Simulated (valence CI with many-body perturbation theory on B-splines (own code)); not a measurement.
The numbers below are computed, except where a source is named.
Ga24+: magnetic and hyperfine properties of the levels

Method: relativistic CI+MBPT: five valence electrons over a frozen Dirac-Fock core [He], a basis of 9 s, 9 p, 8 d, 6 f, 3 g, 1 h functions for each j, with the one-electron correlation potential Σ1 (screened to all orders), the two-electron term Σ2, the three-electron term Σ3, Breit, model QED; selected single and double excitations, second order for the rest (own B-spline code, finite nucleus).

No measured spectrum was set against this ion. As an estimate, levels of excited configurations hold to 0.05 to 0.15 % of their energy, terms of the ground configuration to about 0.5 %. Among the levels kept, up to 2000 cm⁻¹ of a level comes from second order outside the variational space, and about a tenth of that is noise between levels of different J, which matters for small intervals.

A/g_I is the dipole constant over the nuclear g factor μ/I (μ in nuclear magnetons, uniformly magnetised nucleus), B/Q the quadrupole constant per barn. Both hold the static response of the core; the bare values leave it out. Large factors of s and p1/2 electrons are usually good to 5 to 10 %; those of open d and f shells near neutrality can be off by tens of per cent, and small factors of p3/2, d and f electrons come from cancelling terms and can be off by a factor of two or in sign, in half-filled shells by more. B is blank for J = 1/2, where it vanishes, and for nearly pure S terms. Energies count from the lowest level.

Levels are named by their leading jj configuration (3d3/2^4 stands for four electrons in 3d with j = 3/2), which in mixed levels can hold well under half, so a name can repeat and another be missing. Letters in brackets count levels of one name in rising energy.

```
                             Level  E (Ry)      g  A/g_I (MHz)  A/g_I bare  B/Q (MHz/b)  B/Q bare
        (2s^2 2p1/2^2 2p3/2) J=3/2    0.00  1.721        24900       29700        35600     35700
        (2s^2 2p1/2 2p3/2^2) J=3/2    1.90  1.167        25600       27000        67700     67900
        (2s^2 2p1/2 2p3/2^2) J=5/2    2.57  1.195        93100       94200         -632      -634
        (2s^2 2p1/2 2p3/2^2) J=1/2    3.55  0.658       269000      266000                       
              (2s^2 2p3/2^3) J=3/2    5.12  1.231        52900       54500      -104000   -105000
        (2s 2p1/2^2 2p3/2^2) J=5/2    9.27  1.568       207000      207000        74700     74900
      (2s 2p1/2 2p3/2^3) J=3/2 [a]   10.61  1.668       126000      128000       -71200    -71500
        (2s 2p1/2^2 2p3/2^2) J=1/2   10.84  2.559       519000      514000                       
      (2s 2p1/2 2p3/2^3) J=3/2 [b]   12.88  0.931       -26200      -23400       -98300    -98700
          (2s 2p1/2 2p3/2^3) J=5/2   13.37  1.222       254000      250000      -165000   -166000
          (2s 2p1/2 2p3/2^3) J=1/2   14.70  1.595       333000      328000                       
      (2s 2p1/2 2p3/2^3) J=3/2 [c]   15.31  1.253        16100       20900        60400     60700
                (2s 2p3/2^4) J=1/2   17.29  1.167       560000      545000                       
           (2p1/2^2 2p3/2^3) J=3/2   23.64  1.329        44400       48400       -88600    -88900
             (2p1/2 2p3/2^4) J=1/2   25.80  0.659       270000      265000                       
           (2s^2 2p1/2^2 3s) J=1/2   98.39  2.191       218000      215000                       
   (2s^2 2p1/2 2p3/2 3s) J=3/2 [a]   99.98  1.696        64000       65500        62600     62800
       (2s^2 2p1/2 2p3/2 3s) J=1/2  100.29  1.154       -70700      -65700                       
       (2s^2 2p1/2 2p3/2 3s) J=5/2  100.57  1.448       123000      123000         7240      7280
        (2s^2 2p1/2^2 3p1/2) J=1/2  100.70  0.689        73000       72300                       
   (2s^2 2p1/2 2p3/2 3s) J=3/2 [b]  100.85  1.089        83500       85800        12000     12100
        (2s^2 2p1/2^2 3p3/2) J=3/2  101.54  1.343        14000       15000        22400     22400
    (2s^2 2p1/2 2p3/2 3p1/2) J=1/2  102.27  1.545       -29600      -24800                       
(2s^2 2p1/2 2p3/2 3p1/2) J=3/2 [a]  102.56  1.187        64900       66400        -7310     -7330
           (2s^2 2p3/2^2 3s) J=5/2  102.79  1.343        95500       95700        84500     84800
    (2s^2 2p1/2 2p3/2 3p1/2) J=5/2  102.92  1.274        59300       60900        26500     26600
           (2s^2 2p3/2^2 3s) J=3/2  102.98  1.066        22500       25300        36000     36100
(2s^2 2p1/2 2p3/2 3p3/2) J=5/2 [a]  103.04  1.380        34000       35800        73800     74100
(2s^2 2p1/2 2p3/2 3p3/2) J=1/2 [a]  103.12  2.025       -64600      -59900                       
(2s^2 2p1/2 2p3/2 3p3/2) J=3/2 [a]  103.33  1.229        65200       65700       -47500    -47700
    (2s^2 2p1/2 2p3/2 3p3/2) J=7/2  103.57  1.326        60300       61700        25800     25900
(2s^2 2p1/2 2p3/2 3p1/2) J=3/2 [b]  103.69  1.714        71800       74900        24100     24200
(2s^2 2p1/2 2p3/2 3p3/2) J=3/2 [b]  103.97  1.218        30900       33000        37800     37900
        (2s^2 2p1/2^2 3d3/2) J=3/2  104.14  0.731        11100       10600          981      1050
(2s^2 2p1/2 2p3/2 3p3/2) J=5/2 [b]  104.19  1.187        76600       77400        15000     15100
           (2s^2 2p3/2^2 3s) J=1/2  104.33  1.981       231000      227000                       
        (2s^2 2p1/2^2 3d5/2) J=5/2  104.55  1.190         2230        2380          935      1030
(2s^2 2p1/2 2p3/2 3p3/2) J=1/2 [b]  104.60  0.816       222000      221000                       
       (2s 2p1/2^2 2p3/2 3s) J=5/2  105.33  1.922       215000      215000        10400     10500
        (2s^2 2p3/2^2 3p1/2) J=3/2  105.56  1.265        65800       67300        55200     55400
```

(1) Take the isotope of mass number 69, with I = 3/2, μ = 2.01502 μN, leaving out the quadrupole term. What is the hyperfine structure of (2s^2 2p1/2^2 2p3/2) J=3/2?

## Answers

(1) From the table A = 33400 MHz. Shifts from the centre of gravity in MHz: F = 0: -125000, F = 1: -91800, F = 2: -25000, F = 3: 75200.
